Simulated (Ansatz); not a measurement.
As₄P: single points at one geometry.

```yaml
crystal:
  periodic: [false, false, false]
  atoms:
    - {symbol: P, position_ang: [-0.308921, -0.371162, -1.489205]}
    - {symbol: As, position_ang: [0.377224, 0.779078, 1.424757]}
    - {symbol: As, position_ang: [-1.322166, -0.897566, 0.626176]}
    - {symbol: As, position_ang: [0.216467, 1.835101, -0.809167]}
    - {symbol: As, position_ang: [1.037407, -1.345461, 0.247449]}
basis:
  gaussian: {orbitals: def2-TZVP, initial_orbitals: start.molden}
magnetization: {spin_polarized: true, initial_magnetization: 1}
hamiltonian: {xc: r2scan, dispersion: d4}
scf: {omitted_lower_state_checks: [starts]}
output: {orbitals: {seedname: orbitals}}
```

The file start.molden holds the orbitals of an earlier run on this structure, at another level or in another basis.

```sh
$ ansatz run in.yaml --threads 4 --pin off --events-out ev --progress --plain --max-ram 8704MiB
```

Shortened log:

```
Functional definition: r2SCAN
1762 factors; their error is unknown
mean field evaluation 1: about -252654.9635 eV, gradient 8.9e0 eV
mean field evaluation 2: about -252655.0609 eV, gradient 1.4e-1 eV
mean field evaluation 4: about -252655.0461 eV, gradient 6.2e-4 eV
mean field -252655.04612440 eV, -9284.9016893305 hartree, gradient 2.4e-5 eV, S^2 0.761275; 0 other end points of the search recorded, 0 dependent functions left out
reference -252655.04613514 eV, -9284.9016897254 hartree; 74, 73 occupied and 155, 156 virtual orbitals, 1762 factors
Total energy: -252655.12352707 eV, -9284.9045338261 hartree
Checks for a lower state left out: starts
```

Hardware: 4 threads of Arm Neoverse V2 on a shared host. Wall time 20 s, peak host memory 0.57 GiB.

As the first input, with `hamiltonian: {xc: pbe, dispersion: d4}`, `output: {forces: true, orbitals: {seedname: orbitals}}` (abridged; 7.5 s):

```
Functional definition: PBE
mean field -252616.38049156 eV, -9283.4807535321 hartree, gradient 2.3e-5 eV, S^2 0.755692
Total energy: -252616.80066705 eV, -9283.4961946965 hartree
Atom 0 force     0.057948     0.067271     0.289657 eV/Å
Atom 1 force    -0.043586    -0.092088    -0.154946 eV/Å
Atom 2 force     0.154938     0.073329    -0.104273 eV/Å
Atom 3 force    -0.028113    -0.178623     0.026707 eV/Å
Atom 4 force    -0.141187     0.130111    -0.057146 eV/Å
Dipole moment:     0.008917    -0.075279     0.143766 e Å
Checks for a lower state left out: starts
```

First input, but with `hamiltonian: {xc: hse06, dispersion: d4}` (abridged; 18 s):

```
Functional definition: HSE06
mean field -252623.75855101 eV, -9283.7518922159 hartree, gradient 6.3e-5 eV, S^2 0.760743
Total energy: -252624.10251504 eV, -9283.7645326608 hartree
Checks for a lower state left out: starts
```

First input, but with `correlation: {method: mp2}` and without the key `hamiltonian` (abridged; 19 s):

```
Functional definition: HF
mean field -252456.80459245 eV, -9277.6164474044 hartree, gradient 1.6e-6 eV, S^2 0.813022
41 core orbitals not correlated: weight in the atoms' cores, before any rotation towards them, 1.000 or more for the frozen orbitals, at most 0.000 for the correlated occupied ones
second order -31.73306981 eV of doubles, -0.00000000 eV of singles
Total energy: -252488.53766226 eV, -9278.7826162104 hartree
Checks for a lower state left out: starts
```

The first input with `hamiltonian: {xc: pbe0, dispersion: d4}` (abridged; 20 s):

```
Functional definition: PBE0
mean field -252623.69428893 eV, -9283.7495306280 hartree, gradient 6.5e-5 eV, S^2 0.760820
Total energy: -252624.05072435 eV, -9283.7626293880 hartree
Checks for a lower state left out: starts
```

As the first input, with `hamiltonian: {xc: {name: BLYP}, dispersion: d4}` (abridged; 7 s):

```
Functional definition: BLYP
mean field -252661.95255948 eV, -9285.1554961385 hartree, gradient 9.1e-6 eV, S^2 0.753996
Total energy: -252662.84136705 eV, -9285.1881592142 hartree
Checks for a lower state left out: starts
```

Geometry: B3LYP-D4/def2-SVP.

HSE06 is defined as in plane-wave codes, on full-range PBE exchange. Correlated methods freeze 41 core orbitals; core or outer-core shells of As are correlated, in sets that lack core-valence functions. Another isomer (doublet) lies 0.02 eV lower at PBE0-D4/def2-TZVP; other spin states weren't run for this one.
